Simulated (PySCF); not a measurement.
Q: Give a PBE0-D3(BJ)/def2-SVP geometry of `C[N](C)[AlH][Br]`.

A: 
```xyz
12
C2H7AlBrN angstrom
C     -1.0727   -0.9709    0.0118
N      0.0329   -0.0433    0.0007
C     -0.3790    1.3356   -0.0951
Al     1.7092   -0.6137    0.1035
Br     3.3287    0.9590    0.0988
H     -1.6842   -0.8933   -0.9083
H     -1.7507   -0.7926    0.8691
H     -0.7146   -2.0107    0.0839
H     -0.9585    1.5243   -1.0199
H     -1.0215    1.6300    0.7574
H      0.4935    2.0057   -0.1035
H      2.0559   -2.1471    0.1938
```

Orientation and origin are arbitrary. Atoms count from 1 in this order. Al4 (aluminium bonded to Br, N and H) is planar (angles 121.6°, 121.4° and 117.0°, sum 360.0°, 0.00 Å off the plane of its three neighbours). N2 (nitrogen bonded to Al and 2 C) is planar (angles 125.5°, 121.1° and 113.3°, sum 360.0°, 0.00 Å off the plane of its three neighbours). The 5 heavy atoms lie in one plane (0.005 Å rms). Of the pairs four or more bonds apart, Br5···H11 is among the closest relative to their van der Waals radii: 3.03 Å, 99 % of the sum of Bondi's values.

Bonds between heavy atoms (Å): C1–N2 1.443, N2–C3 1.442, N2–Al4 1.774, Al4–Br5 2.257.

Method used: PBE0-D3(BJ)/def2-SVP geometry optimisation, gas phase in PySCF.

Point group: Cs (tolerance 0.08 Å). Stationary, but not proved a minimum. The optimiser warned: forces and energy converged, displacements not (flat surface).
